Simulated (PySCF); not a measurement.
The PySCF input:
```python
from pyscf import gto, scf, dft, tdscf

mol = gto.M(
    atom='''
B    -0.112233   -0.350873   -0.555825
H    -1.210723   -0.378833   -0.962597
H     0.804931   -0.889787   -1.047054
F     0.107440    0.335887    0.532086
''',
    basis='def2-tzvp',
    charge=0,
    spin=0,
    verbose=4,
)

mf = dft.RKS(mol)
mf.xc = 'blyp'
mf.kernel()
td = mf.TDDFT()
td.nstates = 5
td.kernel()
td.analyze()
```

Problem. Estimate the dipole moment that BLYP/def2-TZVP, TDDFT (PySCF) returns for this input.

Solution. 0.60 D

Problem. Estimate the total energy that BLYP/def2-TZVP, TDDFT returns for this input.

Solution. -125.9548 Eh

Problem. Give the lowest excitation energy found at the level BLYP/def2-TZVP, TDDFT.

Solution. 5.83 eV

Problem. What HOMO-LUMO gap does BLYP/def2-TZVP, TDDFT give?

Solution. 5.68 eV

Problem. Give the number of basis functions at the level BLYP/def2-TZVP, TDDFT.

Solution. 74

Problem. Give the HOMO energy at the level BLYP/def2-TZVP, TDDFT.

Solution. -7.73 eV
